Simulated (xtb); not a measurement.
H$_{3}$AlO$_{3}$, triplet, from a rough starting geometry (GFN-xTB shapes and energies of metal compounds can be far from the true ones) (a higher spin typed on purpose: for a closed-shell molecule this is an excited state); GFN2-xTB run with xtb.

Here is a job for xtb.
```
$ xtb mol.xyz --gfn 2 --uhf 2 --opt vtight --json

# file mol.xyz
7

Al     0.01830733     0.03211314    -0.00899242
O     -1.04580260    -1.20964949     0.09722424
H     -1.94104668    -1.39808622    -0.29492859
O     -0.30611429     1.35612936    -0.93544173
H      0.04800285     2.11222158    -1.10560027
O      1.37687395    -0.05964468     0.85341693
H      1.79643718    -0.70413832     1.43479257
```

Question: What does xtb print? Leave out banner, timings and long lists.

Answer: 
```
   ID    Z sym.   atoms
    1   13 Al     1
    2    8 O      2, 4, 6
    3    1 H      3, 5, 7

           -------------------------------------------------
          |                Calculation Setup                |
           -------------------------------------------------

           -------------------------------------------------
          |                 G F N 2 - x T B                 |
           -------------------------------------------------

          ...................................................
          :                      SETUP                      :
          :.................................................:
          :  # basis functions                  25          :
          :  # atomic orbitals                  24          :
          :  # shells                           12          :
          :  # electrons                        24          :
          :  max. iterations                   250          :
          :  Hamiltonian                  GFN2-xTB          :
          :  restarted?                      false          :
          :  GBSA solvation                  false          :
          :  PC potential                    false          :
          :  electronic temp.          300.0000000     K    :
          :  accuracy                    1.0000000          :
          :  -> integral cutoff          0.2500000E+02      :
          :  -> integral neglect         0.1000000E-07      :
          :  -> SCF convergence          0.1000000E-05 Eh   :
          :  -> wf. convergence          0.1000000E-03 e    :
          :  Broyden damping             0.4000000          :
          :  net charge                          0          :
          :  unpaired electrons                  2          :
          ...................................................

 iter      E             dE          RMSdq      gap      omega  full diag
   1    -14.7251181 -0.147251E+02  0.119E+01    2.79       0.0  T
   2    -14.7127310  0.123871E-01  0.999E+00    3.28       1.0  T
   3    -14.6992723  0.134587E-01  0.753E+00    3.66       1.0  T
   4    -14.6752506  0.240217E-01  0.605E+00    4.03       1.0  T
   5    -14.7555338 -0.802833E-01  0.312E+00    4.37       1.0  T
   6    -14.7231405  0.323934E-01  0.404E+00    4.32       1.0  T
   7    -14.7421436 -0.190031E-01  0.347E+00    4.36       1.0  T
   8    -14.7468555 -0.471187E-02  0.345E+00    4.34       1.0  T
   9    -14.8065835 -0.597280E-01  0.227E+00    4.34       1.0  T
  10    -14.8151496 -0.856609E-02  0.204E+00    4.34       1.0  T
  11    -14.8193112 -0.416155E-02  0.191E+00    4.34       1.0  T
  12    -14.8136612  0.564995E-02  0.209E+00    4.33       1.0  T
  13    -14.8204470 -0.678572E-02  0.189E+00    4.29       1.0  T
  14    -14.8018756  0.185713E-01  0.233E+00    4.29       1.0  T
  15    -14.8059140 -0.403835E-02  0.222E+00    4.29       1.0  T
  16    -14.8250858 -0.191718E-01  0.169E+00    4.29       1.0  T
  17    -14.8284906 -0.340479E-02  0.165E+00    4.29       1.0  T
  18    -14.8289695 -0.478976E-03  0.160E+00    4.29       1.0  T
  19    -14.7975234  0.314461E-01  0.243E+00    4.30       1.0  T
  20    -14.8058048 -0.828135E-02  0.224E+00    4.30       1.0  T
  21    -14.8136510 -0.784616E-02  0.205E+00    4.30       1.0  T
  22    -14.8144012 -0.750275E-03  0.203E+00    4.30       1.0  T
  23    -14.8015539  0.128474E-01  0.234E+00    4.31       1.0  T
  24    -14.8074764 -0.592247E-02  0.219E+00    4.30       1.0  T
  25    -14.8013758  0.610055E-02  0.234E+00    4.31       1.0  T
  26    -14.8104066 -0.903082E-02  0.210E+00    4.30       1.0  T
  27    -14.8030583  0.734836E-02  0.230E+00    4.31       1.0  T
  28    -14.8232773 -0.202190E-01  0.175E+00    4.30       1.0  T
  29    -14.7964747  0.268026E-01  0.246E+00    4.31       1.0  T
  30    -14.8079324 -0.114577E-01  0.218E+00    4.31       1.0  T
  31    -14.8143995 -0.646714E-02  0.200E+00    4.31       1.0  T
  32    -14.8289365 -0.145370E-01  0.161E+00    4.30       1.0  T
  33    -14.8365075 -0.757100E-02  0.130E+00    4.29       1.0  T
  34    -14.8476918 -0.111843E-01  0.596E-01    4.28       1.0  T
  35    -14.8405754  0.711641E-02  0.109E+00    4.28       1.0  T
  36    -14.8426838 -0.210847E-02  0.976E-01    4.28       1.0  T
  37    -14.8497159 -0.703204E-02  0.395E-01    4.29       1.0  T
  38    -14.8492443  0.471578E-03  0.407E-01    4.29       1.0  T
  39    -14.8478713  0.137304E-02  0.560E-01    4.29       1.0  T
  40    -14.8478113  0.599468E-04  0.566E-01    4.29       1.0  T
  41    -14.8495005 -0.168915E-02  0.349E-01    4.29       1.0  T
  42    -14.8495869 -0.864300E-04  0.323E-01    4.29       1.0  T
  43    -14.8498027 -0.215756E-03  0.256E-01    4.28       1.0  T
  44    -14.8494316  0.371076E-03  0.325E-01    4.28       1.0  T
  45    -14.8494888 -0.572215E-04  0.313E-01    4.28       1.0  T
  46    -14.8495367 -0.479355E-04  0.299E-01    4.28       1.0  T
  47    -14.8501613 -0.624520E-03  0.134E-01    4.28       1.0  T
  48    -14.8502932 -0.131944E-03  0.614E-02    4.28       1.0  T
  49    -14.8502977 -0.445937E-05  0.567E-02    4.28       1.0  T
  50    -14.8502751  0.225436E-04  0.757E-02    4.28       1.0  T
  51    -14.8502887 -0.136149E-04  0.640E-02    4.28       1.0  T
  52    -14.8503198 -0.310402E-04  0.240E-02    4.28       1.6  T
  53    -14.8503224 -0.264266E-05  0.157E-02    4.28       2.4  T
  54    -14.8503236 -0.117293E-05  0.906E-03    4.28       4.2  T
  55    -14.8503240 -0.456654E-06  0.547E-03    4.28       6.9  T
  56    -14.8503243 -0.238262E-06  0.199E-03    4.28      18.9  T
  57    -14.8503243 -0.203664E-07  0.944E-04    4.28      40.0  T
  58    -14.8503243 -0.524697E-08  0.510E-04    4.28      74.2  T

   *** convergence criteria satisfied after 58 iterations ***

 transition dipole moment (au) for excitation:          12          13
     X       Y       Z
   0.2999   0.1392  -0.3771  total (au/Debye):    0.501   1.275
 dE (eV)             :    7.030
[...]
 * total energy  :   -14.7822591 Eh     change       -0.5504256E-06 Eh
 * total energy  :   -14.7822594 Eh     change       -0.3387006E-06 Eh
 * total energy  :   -14.7822597 Eh     change       -0.2744078E-06 Eh
 * total energy  :   -14.7822599 Eh     change       -0.2711956E-06 Eh
 * total energy  :   -14.7822603 Eh     change       -0.3127371E-06 Eh
 * total energy  :   -14.7822399 Eh     change        0.2032353E-04 Eh
 * total energy  :   -14.7822771 Eh     change       -0.3716118E-04 Eh
 * total energy  :   -14.7822753 Eh     change        0.1781644E-05 Eh
 * total energy  :   -14.7822825 Eh     change       -0.7169091E-05 Eh
 * total energy  :   -14.7822836 Eh     change       -0.1135757E-05 Eh
 * total energy  :   -14.7822846 Eh     change       -0.1024540E-05 Eh
 * total energy  :   -14.7822872 Eh     change       -0.2576467E-05 Eh
 * total energy  :   -14.7822873 Eh     change       -0.9271329E-07 Eh
   *** GEOMETRY OPTIMIZATION CONVERGED AFTER 75 ITERATIONS ***
[...]

 transition dipole moment (au) for excitation:          12          13
     X       Y       Z
  -0.0390  -0.0802   0.0246  total (au/Debye):    0.093   0.235
 dE (eV)             :    4.700
 oscillator strength :  0.13934E-02

         :::::::::::::::::::::::::::::::::::::::::::::::::::::
         ::                     SUMMARY                     ::
         :::::::::::::::::::::::::::::::::::::::::::::::::::::
         :: total energy             -14.782287316695 Eh    ::
         :: gradient norm              0.000158890390 Eh/a0 ::
         :: HOMO-LUMO gap              4.638148605780 eV    ::
         ::.................................................::
         :: SCC energy               -14.858192862321 Eh    ::
         :: -> isotropic ES            0.076328250236 Eh    ::
         :: -> anisotropic ES          0.002525637552 Eh    ::
         :: -> anisotropic XC         -0.002269721258 Eh    ::
         :: -> dispersion             -0.002309275892 Eh    ::
         :: repulsion energy           0.075905545626 Eh    ::
         :: add. restraining           0.000000000000 Eh    ::
         :: total charge               0.000000000000 e     ::
         :::::::::::::::::::::::::::::::::::::::::::::::::::::

           -------------------------------------------------
          |                Property Printout                |
           -------------------------------------------------

    * Orbital Energies and Occupations

         #    Occupation            Energy/Eh            Energy/eV
      -------------------------------------------------------------
         1        2.0000           -0.6771448             -18.4260
         2        2.0000           -0.6655716             -18.1111
         3        2.0000           -0.6580341             -17.9060
         4        2.0000           -0.5829490             -15.8629
         5        2.0000           -0.5472586             -14.8917
         6        2.0000           -0.5440798             -14.8052
         7        2.0000           -0.4875637             -13.2673
         8        2.0000           -0.4762264             -12.9588
         9        2.0000           -0.4668203             -12.7028
        10        1.9997           -0.4510515             -12.2737
        11        1.9911           -0.4479461             -12.1892
        12        1.0093           -0.4390327             -11.9467
        13        1.0000           -0.2663224              -7.2470 (HOMO)
        14                         -0.0958736              -2.6089 (LUMO)
        15                         -0.0747749              -2.0347
        16                          0.0203978               0.5551
        17                          0.0911182               2.4795
        18                          0.0979000               2.6640
        19                          0.1014529               2.7607
        20                          0.1658132               4.5120
        21                          0.2093254               5.6960
        22                          0.4923374              13.3972
        23                          0.5856209              15.9356
        24                          1.3148662              35.7793
      -------------------------------------------------------------
                  HL-Gap            0.1704488 Eh            4.6381 eV
             Fermi-level           -0.3122847 Eh           -8.4977 eV

     #   Z          covCN         q      C6AA      α(0)
     1  13 Al       2.199     0.335   130.384    25.741
     2   8 O        1.539    -0.422    21.361     6.235
     3   1 H        0.806     0.297     0.730     1.342
     4   8 O        1.539    -0.423    21.380     6.238
     5   1 H        0.806     0.297     0.731     1.342
     6   8 O        1.539    -0.390    20.731     6.142
     7   1 H        0.806     0.306     0.704     1.318

 Mol. C6AA /au·bohr⁶  :        727.965727
 Mol. C8AA /au·bohr⁸  :      31535.821078
 Mol. α(0) /au        :         48.357882

Wiberg/Mayer (AO) data.
largest (>0.10) Wiberg bond orders for each atom

 ---------------------------------------------------------------------------
     #   Z sym  total        # sym  WBO       # sym  WBO       # sym  WBO
 ---------------------------------------------------------------------------
     1  13 Al   3.041 --     4 O    0.983     2 O    0.978     6 O    0.966
     2   8 O    2.232 --     1 Al   0.978     3 H    0.864     4 O    0.204
                             6 O    0.179
     3   1 H    0.909 --     2 O    0.864
     4   8 O    2.233 --     1 Al   0.983     5 H    0.864     2 O    0.204
                             6 O    0.177
     5   1 H    0.910 --     4 O    0.864
     6   8 O    2.192 --     1 Al   0.966     7 H    0.867     2 O    0.179
                             4 O    0.177
     7   1 H    0.906 --     6 O    0.867
 ---------------------------------------------------------------------------

Topologies differ in total number of bonds
Writing topology from bond orders to xtbtopo.mol

molecular dipole:
                 x           y           z       tot (Debye)
 q only:        0.398      -0.096       0.349
   full:        0.535      -0.128       0.469       1.836
molecular quadrupole (traceless):
                xx          xy          yy          xz          yz          zz
 q only:       -0.627       2.942       2.742       0.764      -2.517      -2.116
  q+dip:       -0.959       4.379       4.111       1.073      -3.727      -3.152
   full:       -0.587       4.366       3.744       2.021      -4.108      -3.157

optimized geometry written to: xtbopt.xyz

           -------------------------------------------------
          | TOTAL ENERGY              -14.782287316695 Eh   |
          | GRADIENT NORM               0.000158890390 Eh/α |
          | HOMO-LUMO GAP               4.638148605780 eV   |
           -------------------------------------------------

normal termination of xtb
```
